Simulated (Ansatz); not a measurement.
The cluster Mg₄N₂⁺ (the lowest doublet isomer of a short search), 6 atoms. Hardware: 4 threads of Arm Neoverse V2 on a shared host.

Correlated methods freeze 6 core orbitals; core or outer-core shells of Mg are correlated, in sets that lack core-valence functions. In CCSD on the charge 1 doublet the largest single amplitude is 0.32, so its Hartree–Fock determinant may place the open shell otherwise than the density functionals do.

Task: How many basis functions does each of these Ansatz runs have, and roughly what does it cost? PBE-D4/def2-SVP, charge 1 doublet, energy with a search over starts; HF/6-31G, charge 1 doublet, energy; CCSD(T)/def2-SVP, charge 1 doublet, energy, from earlier orbitals; PBE0-D4/def2-SVP, charge 1 doublet, energy, from earlier orbitals; HF/STO-3G, charge 1 doublet, energy; LC-ωPBE/def2-TZVP, charge 0 singlet at the geometry of the charge 1 doublet, energy, from earlier orbitals; B3LYP-D4/6-31G, charge 1 doublet, energy; ωB97M-V/def2-TZVP, charge 1 doublet, energy, from earlier orbitals; r2SCANh-D4/def2-TZVP, charge 1 doublet, energy, from earlier orbitals; PBE0-D4/def2-TZVP, charge 0 singlet at the geometry of the charge 1 doublet, energy; LC-ωPBE/def2-TZVP, charge 0 triplet at the geometry of the charge 1 doublet, energy, from earlier orbitals; PBE-D4/def2-TZVP, charge 1 doublet, energy and forces, from earlier orbitals.

Result: Other jobs shared the machine, so times can vary by a factor of up to 3. A dash marks memory too small to be measured apart from the calling script's.

| run | functions | fitting or Cholesky vectors | wall time | peak host memory (GiB) |
| --- | --- | --- | --- | --- |
| HF/STO-3G, charge 1 doublet, energy | 46 | 477 | 0.3 s | – |
| HF/6-31G, charge 1 doublet, energy | 70 | 797 | 0.7 s | – |
| PBE0-D4/def2-TZVP, charge 0 singlet at the geometry of the charge 1 doublet, energy | 190 | 1462 | 3.3 s | – |
| B3LYP-D4/6-31G, charge 1 doublet, energy | 70 | 797 | 4 s | – |
| PBE-D4/def2-TZVP, charge 1 doublet, energy and forces, from earlier orbitals | 190 | 1462 | 4.2 s | – |
| PBE0-D4/def2-SVP, charge 1 doublet, energy, from earlier orbitals | 100 | 860 | 5.5 s | – |
| LC-ωPBE/def2-TZVP, charge 0 triplet at the geometry of the charge 1 doublet, energy, from earlier orbitals | 190 | 1462 | 6 s | – |
| LC-ωPBE/def2-TZVP, charge 0 singlet at the geometry of the charge 1 doublet, energy, from earlier orbitals | 190 | 1462 | 6.5 s | 0.63 |
| PBE-D4/def2-SVP, charge 1 doublet, energy with a search over starts | 100 | 1060 | 7 s | – |
| r2SCANh-D4/def2-TZVP, charge 1 doublet, energy, from earlier orbitals | 190 | 1462 | 28 s | 1.1 |
| ωB97M-V/def2-TZVP, charge 1 doublet, energy, from earlier orbitals | 190 | 1462 | 51 s | 1.5 |
| CCSD(T)/def2-SVP, charge 1 doublet, energy, from earlier orbitals | 100 | 860 | 59 s | 1.3 |
